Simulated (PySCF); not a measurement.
Bonds (- single, = double, # triple, : aromatic): C1-Si2, Si2-C3, Si2-O4, O4-Si5, Si5-C6, C6-F7, C6-F8, C6-F9. C1 carries H10, H11, H12; Si2 carries H13; C3 carries H14, H15, H16; Si5 carries H17, H18.

PySCF 2.14.0 with density-fitted response routines calculation with shielding tensors at PBE0/pcSseg-1 (GIAO) and GFN2-xTB geometry; one conformer, non-relativistic, rapidly exchanging positions averaged, in vacuum.

References, each an isolated molecule treated in the same way: TMS for $^{13}$C (σ = 186.93 ppm), $^{1}$H (σ = 31.72 ppm), $^{29}$Si (σ = 349.16 ppm); H2O for $^{17}$O (σ = 336.08 ppm); CFCl3 for $^{19}$F (σ = 170.95 ppm).

```csv
atoms,nucleus,count,δ (ppm)
C6,$^{13}$C,1,?
Si5,$^{29}$Si,1,-46.0
H13,$^{1}$H,1,5.38
H10/H11/H12/H14/H15/H16,$^{1}$H,6,?
H17/H18,$^{1}$H,2,4.97
F7/F8/F9,$^{19}$F,3,?
C1/C3,$^{13}$C,2,1.6
O4,$^{17}$O,1,32.1
Si2,$^{29}$Si,1,6.4
```

Question: Complete the table.

Answer: 
- C6: 138.5 ppm, CF3 carbon; 3 electronegative neighbours deshield it
- H10/H11/H12/H14/H15/H16: 0.40 ppm, hydrogen on a methyl carbon bonded to Si; an electropositive neighbour shields it, as in TMS itself
- F7/F8/F9: -80.9 ppm, fluorine of a CF3 group

Shifts are as computed. Against solution values, carbons near 30 ppm lie about +3 ppm off and those near 130 ppm about +5 ppm. Of 1309 compounds with measured shifts, 239 miss one by over three times the rms of a fit or turn the order of signals round; such compounds aren't used in these exercises. Unscaled 19F shifts against computed CFCl3 carry errors that often reach 10 to 50 ppm. Experimental scales use liquid or dissolved standards, which lie at an offset from isolated H2O (liquid H2O: subtract about 36 ppm).
